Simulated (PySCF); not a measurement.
## Radial density of Ag⁺ (silver, charge +1)

UHF, [Kr] 4d9 5p1, one real determinant (an excited configuration). All numbers are calculated (PySCF 2.14, scalar relativity by spin-free X2C-1e, in ANO-RCC-VTZP (7s6p4d2f1g, 68 functions)).

| r (bohr) | 4πr²ρ (e/bohr) | 4πr²(ρα − ρβ) |
| --- | --- | --- |
| 0.0269 | 58.36 | 0.0017 |
| 0.0452 | 51.40 | 0.0068 |
| 0.0760 | 70.16 | 0.0246 |
| 0.128 | 66.73 | 0.1000 |
| 0.215 | 52.86 | 0.2275 |
| 0.362 | 52.52 | 0.0532 |
| 0.608 | 16.74 | 0.2825 |
| 1.02 | 17.48 | 0.9106 |
| 1.72 | 4.643 | 0.4787 |
| 2.89 | 0.6717 | 0.3679 |
| 4.87 | 0.1569 | 0.1512 |
| 8.19 | 0.003027 | 0.0030 |

Densities and radii are taken from the X2C orbitals without a picture-change correction, which distorts them close to the nucleus.

⟨L²⟩ = 8.03 against 12 for a pure F term, so this real determinant mixes terms.
